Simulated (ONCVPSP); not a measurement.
## Varying the ONCV potential for Tb (Z = 65)

Base potential:

ONCVPSP 4.0.1 input, shortened (lines: element, Z, core and valence counts, functional; n l f; lmax; l rc ep ncon nbas qcut; lloc lpopt rc5 dvloc0; l nproj debl; icmod fcfact rcfact), LDA (Perdew-Wang 92), non-relativistic:

```
  Tb 65.00    9    4  -001012      upf
    1    0    2.00
    2    0    2.00
    2    1    6.00
    3    0    2.00
    3    1    6.00
    3    2   10.00
    4    0    2.00
    4    1    6.00
    4    2   10.00
    4    3    9.00
    5    0    2.00
    5    1    6.00
    6    0    2.00
    3
    0    2.05    0.00    5    9    4.70
    1    2.20    0.00    5    9    5.60
    2    2.25    0.45    3    6    3.80
    3    0.75    0.00    3    8   19.10
    4    2    0.55    4.00
    0    2    2.00
    1    2    3.20
    2    2    0.70
    3    2    2.60
    3    5.00    1.45
```

In the d channel the program set the typed energies aside and used 0.050, 0.750 Ha.

All-electron outer shells of the reference configuration (LDA (PZ), non-relativistic, ld1.x):

| shell | level (eV) | outermost node (bohr) | outermost maximum (bohr) |
| --- | --- | --- | --- |
| 5s | -41.17 | 0.69 | 1.27 |
| 5p | -24.13 | 0.71 | 1.38 |
| 4f | -6.96 | – | 0.54 |
| 6s | -3.59 | 1.72 | 3.72 |

Cutoffs, loose and tight: the cutoffs (Ha) at which the residual kinetic energy of the hardest occupied pseudo-wave falls to 1 and 0.1 mHa per electron. They do not see the model core or the augmentation charge, which bear on the density cutoff. Test errors are all-electron minus pseudo excitation energies from the reference, over the configurations 4f9 5s2 5p6 6s1; 4f9 5s2 5p6 6s0; 4f8 5s2 5p6 6s0; 4f9 5s2 5p5 6s2. A dash means not determined; rows that change the core or the reference have their own tests.

A true bound ghost makes a file unfit for plane-wave use even where its test errors are small: the radial tests pick states by their node count and pass the ghost by.

```tsv
change	outcome	cutoff, loose	cutoff, tight	bound ghosts	GHOST(+) flags above zero	largest test error (meV)
base	generated, projector energies reset by the program	169 Ha	309 Ha	s, p	s, d	tests left out (the all-electron energies of this program are off by 10 to 40 meV for near-neutral 4f atoms)
f: rc 0.66	generated, projector energies reset by the program	335 Ha	880 Ha	s, p	s, d	tests left out (the all-electron energies of this program are off by 10 to 40 meV for near-neutral 4f atoms)
f: rc 0.86	generated, projector energies reset by the program	153 Ha	168 Ha	s, p	s, d	tests left out (the all-electron energies of this program are off by 10 to 40 meV for near-neutral 4f atoms)
f: rc 0.98	generated, projector energies reset by the program	140 Ha	155 Ha	s, p	s, d	tests left out (the all-electron energies of this program are off by 10 to 40 meV for near-neutral 4f atoms)
f: rc 1.08	generated, projector energies reset by the program	130 Ha	144 Ha	s, p	s, d	tests left out (the all-electron energies of this program are off by 10 to 40 meV for near-neutral 4f atoms)
```

**Question.** What comes out with this change to the base: f: rc 0.74?

**Answer.** outcome: generated, projector energies reset by the program; cutoff, loose: 170 Ha; cutoff, tight: 396 Ha; bound ghosts: s, p; GHOST(+) flags above zero: s, d; largest test error (meV): tests left out (the all-electron energies of this program are off by 10 to 40 meV for near-neutral 4f atoms).

**Question.** What comes out with this change to the base: f: rc 0.56?

**Answer.** outcome: generated, projector energies reset by the program; bound ghosts: s, p; GHOST(+) flags above zero: s, d; largest test error (meV): tests left out (the all-electron energies of this program are off by 10 to 40 meV for near-neutral 4f atoms).

Reading the sweep of the f radius (base included, trends over the rows without a ghost): Bound ghosts are found at 0.56, 0.66, 0.74, 0.75, 0.86, 0.98, 1.08 bohr. Every judged row has one, so this setting neither creates nor removes them.
